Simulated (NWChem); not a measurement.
Species: GeH2SO, singlet; SMILES [SH][Ge][OH]

```xyz
5

Ge    -0.4306    -0.5444     0.0000
O      1.1967    -1.2693     0.0000
H      1.9534    -0.6699     0.0000
S      0.2071     1.6340     0.0000
H     -1.0611     2.0993     0.0000
```
Atoms are numbered in this order, from 1.

Program: NWChem. Low-valent species are run as closed-shell singlets; no triplet was tried in these runs. The geometry was optimised at PBE0/def2-SVP. B3LYP is NWChem's, with the RPA form of VWN correlation. Total energies compare along this basis series because the functional is fixed.

| level | basis functions | energy (Ha) | highest occupied level (eV) | orbital gap (eV) | dipole (D) |
|---|---|---|---|---|---|
| B3LYP/pcseg-1 | 69 | -2551.4776 | -7.25 | 4.97 | 0.98 |
| B3LYP/aug-pcseg-1 | 104 | -2551.4884 | -7.30 | 4.93 | 0.93 |
| B3LYP/pcseg-2 | 135 | -2551.8449 | -7.22 | 4.93 | 0.99 |
| B3LYP/STO-3G | 34 | -2522.1753 | -2.95 | 4.54 | 0.91 |
| B3LYP/def2-SVP | 74 | -2551.2884 | -7.01 | 5.01 | 0.86 |
